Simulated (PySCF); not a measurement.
Solvent effects on NMR parameters

Bonds (- single, = double, # triple, : aromatic): C1-S2, S2-Si3, Si3-C4, C4:C5, C5:C6, C6:C7, C7:S8, S8:C4. C1 carries H9, H10, H11; Si3 carries H12, H13; C5 carries H14; C6 carries H15; C7 carries H16.

GIAO PBE0/pcSseg-1 in PySCF 2.14 on one PBE0-D3(BJ)/def2-SVP conformer, non-relativistic, equivalent nuclei averaged. Solvents enter as an IEF-PCM continuum (benzene with ε = 2.3, methanol with ε = 32.6) around the gas-phase geometry. Shifts are referred to TMS, CS2 computed in the same medium.

Gas phase, δ in ppm: C5 143.4, C7 141.6, C4 135.4, C6 133.4, C1 13.8, S8 256.4, S2 -200.5, Si3 -32.0, H14 7.76, H16 7.53, H15 7.35, H12/H13 5.29, H9/H10/H11 1.83. Dipole moment 2.09 D.

Q: How does each δ change in the continuum?

A: 
| atoms | environment | Δδ, benzene | Δδ, methanol |
| --- | --- | --- | --- |
| C5 | aromatic CH | +1.0 | +2.2 |
| C7 | aromatic CH next to the ring sulfur | +1.1 | +2.6 |
| C4 | substituted aromatic carbon next to the ring sulfur | +0.3 | +0.6 |
| C6 | aromatic CH | +0.9 | +2.0 |
| C1 | methyl carbon bonded to S | +0.3 | +0.6 |
| S8 | aromatic ring sulfur | -1.9 | -3.4 |
| S2 | sulfur bonded to C, Si | -4.7 | -11.0 |
| Si3 | silicon bonded to C, S, 2 H | +0.1 | -0.1 |
| H14 | hydrogen on an aromatic CH | +0.07 | +0.13 |
| H16 | hydrogen on an aromatic CH next to the ring sulfur | +0.14 | +0.34 |
| H15 | hydrogen on an aromatic CH | +0.11 | +0.25 |
| H12/H13 | hydrogen on a silicon bonded to C, S | 0.00 | 0.00 |
| H9/H10/H11 | hydrogen on a methyl carbon bonded to S | +0.06 | +0.15 |

Changes are relative to the gas phase. The dipole moment becomes 2.36 D in benzene, 2.73 D in methanol.

Q: Which nuclei move most (in ppm), and what does the model miss?

A: S2 (sulfur bonded to C, Si, -11.0 ppm) in methanol. A continuum only polarises the solute; specific hydrogen bonds, the anisotropy of aromatic solvents and changes of geometry or conformer are outside it.
